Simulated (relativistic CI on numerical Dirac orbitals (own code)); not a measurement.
**How the errors of a small relativistic CI change along the 28-electron sequence**

Levels calculated with a relativistic CI code on KLI orbitals, against measured ones, in five cumulative steps: (1) Dirac-Coulomb, each configuration alone; (2) with Breit and QED terms; (3) with configuration mixing; (4) with scaled Slater integrals; (5) with a P86 correlation estimate. Each ion has its own short list of configurations; levels above 2,000 cm⁻¹ that pair in every step are counted, and ions without enough such levels are left out. The scale is 0.85 up to charge 4 and 0.9 beyond; P86 is a density functional added for each configuration.

Median relative error (%):

```
 Ion  Ground  Levels   (1)   (2)   (3)   (4)   (5)
 Cu⁺    3d10       4  64.1  63.5  63.5  62.8  45.4
Zn²⁺    3d10      10  10.2  10.1  10.4  10.4   6.0
Ga³⁺    3d10      41   5.0   5.0   4.9   4.9   2.5
Ge⁴⁺    3d10      34   3.3   3.2   3.2   3.2   1.4
As⁵⁺    3d10       4   2.6   2.5   2.5   2.5   0.1
Se⁶⁺    3d10       8   1.2   1.2   1.2   1.2   0.5
```

Mean absolute error (cm⁻¹):

```csv
Ion,(1),(2),(3),(4),(5)
Cu⁺,14724,14561,14570,14563,10485
Zn²⁺,12618,12321,13068,14231,7206
Ga³⁺,15717,15578,15694,15594,7824
Ge⁴⁺,13910,13743,13743,13570,5345
As⁵⁺,8535,8144,8321,8294,308
Se⁶⁺,11827,11847,11991,12089,5387
```

In step (3), fully ab initio, the relative error is 63.5 % for Cu⁺ and 1.2 % for Se⁶⁺, while the absolute error goes from 14570 to 11991 cm⁻¹. Level energies grow with the charge (linearly within a shell, quadratically where n changes), mostly faster than the correlation that the model misses, so the relative error falls. The sets of levels differ from ion to ion, which blurs the trend. Mixing (step 3) lowers the mean absolute error for 0 of the 6 ions and scaling (step 4) for 4. The P86 step changes the mean absolute error by a factor of 0.7 for the first ion and 0.4 for the last.

Sources of the measured levels: Cu⁺, NIST Handbook of Basic Atomic Spectroscopic Data (Sansonetti and Martin, J. Phys. Chem. Ref. Data 34, 1559 (2005)); Zn²⁺, Sugar and Musgrove, J. Phys. Chem. Ref. Data 24, 1803 (1995); Ga³⁺, Shirai, Reader, Kramida and Sugar, J. Phys. Chem. Ref. Data 36, 509 (2007); Ge⁴⁺, Sugar and Musgrove, J. Phys. Chem. Ref. Data 22, 1213 (1993); As⁵⁺, Moore, Atomic Energy Levels, vol. II, NSRDS-NBS 35 (1971 reprint of NBS Circular 467, 1952); Se⁶⁺, Moore, Atomic Energy Levels, vol. II, NSRDS-NBS 35 (1971 reprint of NBS Circular 467, 1952).
